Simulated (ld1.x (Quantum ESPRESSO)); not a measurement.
u(r) = r·R(r): atom against pseudo-atom (Nb (Z = 41))

Columns: radius, all-electron u(r) and pseudo u(r) of the 4d shell (level -31.19 eV) of niobium in the configuration [Ar] 3d10 4s2 4p6 4d2 5s0 5p0; LDA (PZ), non-relativistic, TM scheme, ld1.x (Quantum ESPRESSO) 7.5.

| r (bohr) | all-electron | pseudo |
| --- | --- | --- |
| 0.132 | 0.2104 | -0.0037 |
| 0.265 | 0.3901 | -0.0288 |
| 0.398 | 0.2806 | -0.0903 |
| 0.530 | 0.0367 | -0.1916 |
| 0.663 | -0.2249 | -0.3259 |
| 0.795 | -0.4461 | -0.4735 |
| 0.928 | -0.6134 | -0.6144 |
| 1.060 | -0.7248 | -0.7274 |
| 1.193 | -0.7899 | -0.8030 |
| 1.325 | -0.8174 | -0.8381 |
| 1.458 | -0.8171 | -0.8387 |
| 1.590 | -0.7967 | -0.8139 |
| 1.723 | -0.7622 | -0.7730 |
| 1.855 | -0.7188 | -0.7242 |
| 1.988 | -0.6697 | -0.6715 |
| 2.120 | -0.6181 | -0.6185 |
| 2.252 | -0.5659 | -0.5660 |
| 2.385 | -0.5141 | -0.5141 |
| 2.518 | -0.4642 | -0.4642 |
| 2.650 | -0.4171 | -0.4171 |
| 2.782 | -0.3731 | -0.3731 |
| 2.915 | -0.3319 | -0.3319 |
| 3.048 | -0.2942 | -0.2942 |
| 3.180 | -0.2600 | -0.2600 |
| 3.312 | -0.2291 | -0.2291 |
| 3.445 | -0.2010 | -0.2010 |

Q: How many radial nodes do the two functions have?

A: The all-electron 4d function has n − l − 1 = 1; the pseudo-wave has 0, since the states of the same l below it are removed with the core.

Q: At about which radius was the pseudo-wave matched?

A: 2.45 bohr. The columns agree to 0.0005 from 2.12 bohr on; several derivatives are matched, so the curves merge somewhat inside the radius.

Q: Is the pseudo-wave norm-conserving?

A: Yes: the TM scheme keeps the norm inside the radius equal to the all-electron one, which fixes the energy derivative of the logarithmic derivative at the level.
